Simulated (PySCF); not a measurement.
Si(Et)(OH)3, SMILES [Si](O)(O)(CC)O (CAM-B3LYP/def2-SVP optimised geometry):

```
14

C     -1.004    -1.900    -1.661
C     -1.460    -0.447    -1.497
Si    -0.737     0.389     0.000
O     -1.080    -0.406     1.409
O     -1.352     1.929     0.000
O      0.917     0.389     0.000
H     -1.285    -2.504    -0.785
H      0.091    -1.963    -1.751
H     -1.443    -2.373    -2.552
H     -2.560    -0.389    -1.431
H     -1.196     0.147    -2.389
H     -2.009    -0.515     1.632
H     -1.067     2.504     0.719
H      1.352     0.804    -0.751
```

Method: CAM-B3LYP/def2-TZVP (PySCF).

**Question.** What are the frontier orbital energies and the dipole moment?

**Answer.** HOMO-2 -10.91 eV, HOMO-1 -10.33 eV, HOMO -9.76 eV, LUMO 1.18 eV, LUMO+1 2.17 eV; dipole moment 1.45 D.

On the same geometry PBE/def2-TZVP in PySCF 2.14.0 gives HOMO-2 -7.64 eV, HOMO-1 -7.04 eV, HOMO -6.88 eV, LUMO -0.41 eV, LUMO+1 0.51 eV; dipole moment 1.34 D.

Meta-Löwdin charges at CAM-B3LYP/def2-TZVP: C1 -0.32, C2 -0.49, Si3 1.48, O4 -0.76, O5 -0.77, O6 -0.76, H7 0.11, H8 0.11, H9 0.11, H10 0.12, H11 0.12, H12 0.35, H13 0.35, H14 0.35.
